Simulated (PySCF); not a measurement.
Bonding in `CC(C)(C)S(=O)(=O)Cl`

Species: C4H9ClO2S.
Atom-mapped SMILES: `[CH3:1][C:2]([CH3:3])([CH3:4])[S:5](=[O:6])(=[O:7])[Cl:8]` (hydrogens: H9, H10, H11 on C1; H12, H13, H14 on C3; H15, H16, H17 on C4)

Cartesian coordinates in Å at the GFN2-xTB level; atoms count from 1:
```xyz
17
C4H9ClO2S angstrom
C     -0.0451   -0.6146    1.4342
C     -0.0470   -0.1982   -0.0168
C     -1.3832   -0.4060   -0.7010
C      1.1236   -0.7095   -0.8213
S      0.1072    1.6358   -0.0119
O      0.2517    2.1442   -1.3390
O     -0.8756    2.2318    0.8365
Cl     1.9058    1.9451    0.9070
H     -0.2606   -1.6779    1.5261
H     -0.8048   -0.0547    1.9756
H      0.9224   -0.4151    1.8897
H     -1.6121   -1.4681   -0.7748
H     -1.3605    0.0190   -1.7021
H     -2.1728    0.0850   -0.1363
H      1.0360   -1.7829   -0.9811
H      2.0607   -0.5102   -0.3060
H      1.1474   -0.2118   -1.7885
```

Bond orders from the PBE0/pcSseg-1 density (PySCF). Geometry: GFN2-xTB; no solvent, vibrations or thermal averaging.

(1) How far do the computed orders between heavy atoms stray from the drawn ones?

(2) Set the Mayer orders of the bonds between heavy atoms beside their lengths.

(3) And the bonds to hydrogen?

(4) Sum the orders of all bonds at each heavy atom with more than one neighbour and set the sums beside the valence in the SMILES.

Results:

(1) The largest departure is 0.249, at S5–O6 (drawn double, 1.751) and S5–O7 (drawn double, 1.751). Drawn single, order below 0.88: C2–S5 (0.781) and S5–Cl8 (0.824).

(2) 
| bond | drawn as | length (Å) | Mayer order |
| --- | --- | --- | --- |
| C1–C2 | single | 1.510 | 0.983 |
| C2–C3 | single | 1.515 | 0.984 |
| C2–C4 | single | 1.510 | 0.983 |
| C2–S5 | single | 1.841 | 0.781 |
| S5–O6 | double | 1.428 | 1.751 |
| S5–O7 | double | 1.429 | 1.751 |
| S5–Cl8 | single | 2.043 | 0.824 |

(3) C–H: 0.94 to 0.95 (9 bonds).

(4) C1 3.833 (drawn 4), C2 3.731 (drawn 4), C3 3.835 (drawn 4), C4 3.833 (drawn 4), S5 5.107 (drawn 6). Orders between atoms that aren't bonded are not in these sums.

For a closed shell the Mayer order of atoms A and B is Σ (PS)μν (PS)νμ over the basis functions μ on A and ν on B, with P the density and S the overlap matrix.

These values come from a run that also computed NMR shieldings. The run took 37 s on Arm Neoverse V1, one thread, shared host, and the process peaked at 0.87 GiB of memory.
